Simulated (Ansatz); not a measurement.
Cartesian coordinates in Å:
```
F -2.0833 0.5415 -1.5541
Sn -1.3188 -0.8272 -0.4262
F -0.4634 -1.9204 -1.7692
Si 0.7206 0.4044 0.7825
H 1.4687 -0.6423 1.5188
H 0.1272 1.3945 1.7123
H 1.5490 1.0494 -0.2641
```

Total charge 0; spin multiplicity 2. Sn: def2 effective core potential.

Q: List the PBE0/def2-TZVPP orbital energies in eV (Ansatz 0.2.0). (Best estimate.)

A: Ansatz gave: α occupied: -1803.70, -672.60, -672.59, -146.05, -140.84, -100.78, -100.66, -100.66, -95.53, -95.44, -95.42, -31.92, -31.72, -29.20, -29.19, -29.12, -28.95, -28.42, -16.26, -14.16, -11.75, -11.26, -11.17, -10.89, -10.84, -10.72, -10.52, -9.61, -6.88. α empty: -1.08, -0.89, -0.23, 0.54, 0.76, 1.13, 2.56, 3.18. β occupied: -1803.65, -672.54, -672.54, -145.99, -140.79, -100.64, -100.63, -100.63, -95.43, -95.42, -95.39, -31.82, -31.60, -29.11, -29.09, -29.07, -28.83, -28.36, -15.91, -13.83, -11.59, -11.09, -10.99, -10.79, -10.72, -10.55, -10.47, -9.10. β empty: -4.11, -0.78, -0.62, 0.28, 0.71, 0.98, 1.31, 2.98. ⟨S²⟩ = 0.756.
